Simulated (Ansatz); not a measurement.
The first iterations of a band of C3H9BOSi2 (16 atoms, charge 0, multiplicity 1).

Method: RKS r2SCAN-D4/STO-3G in Ansatz.

- movable images: 7
- climbing image: yes
- spring: 5.0 eV/Å²
- optimiser: quadratic models (default)
- start path: through a guess of the saddle point
- force threshold: 0.03 eV/Å
- iteration limit: 29
- end points: relaxed

Image 0:

```xyz
16
Properties=species:S:1:pos:R:3
Si 1.666 -0.298 1.856
C 0.543 -0.125 0.364
C 0.863 -0.640 -0.851
B 0.030 -0.524 -2.168
O -1.221 -0.026 -2.247
Si -1.998 0.524 -0.806
C -0.752 0.686 0.592
H 2.842 -1.064 1.511
H 0.953 -0.959 2.929
H 2.062 1.013 2.326
H 1.821 -1.177 -0.920
H 0.504 -0.893 -3.182
H -2.613 1.792 -1.140
H -3.028 -0.448 -0.495
H -0.477 1.745 0.736
H -1.219 0.371 1.539
```

Image 8:

```xyz
16
Properties=species:S:1:pos:R:3
Si 1.691 -0.253 1.844
C 0.552 -0.101 0.360
C 0.943 -0.445 -0.893
B 0.100 -0.342 -2.204
O -1.196 0.024 -2.262
Si -2.036 0.407 -0.802
C -0.851 0.472 0.658
H 1.106 -1.149 2.820
H 1.854 1.043 2.471
H 2.981 -0.759 1.435
H 1.970 -0.824 -0.999
H 0.611 -0.597 -3.235
H -2.682 1.683 -1.034
H -3.043 -0.621 -0.630
H -0.736 1.513 1.004
H -1.288 -0.073 1.510
```

| iteration | highest image above the first end (eV) | largest band force component (eV/Å) |
| --- | --- | --- |
| 1 | 5.893 | 6.331 |
| 2 | 3.477 | 4.614 |
| 3 | 2.184 | 3.357 |
| 4 | 1.343 | 4.950 |
| 5 | 0.868 | 1.670 |

Q: Does the band converge within its limit, and where does its top end?

A: The forces met the threshold. It ended after 15 iterations with the highest image 0.033 eV above the first end. A vibrational analysis at the climbing image gives one clearly imaginary mode, 87i cm⁻¹, and a faint second one (24i cm⁻¹) that may be numerical noise or a soft torsion: probably a first-order saddle point. Limits of this set-up: minimal basis.

Time of the run: 15 min on 1 thread of Arm Neoverse V1, on a shared host, peak memory 0.15 GiB.
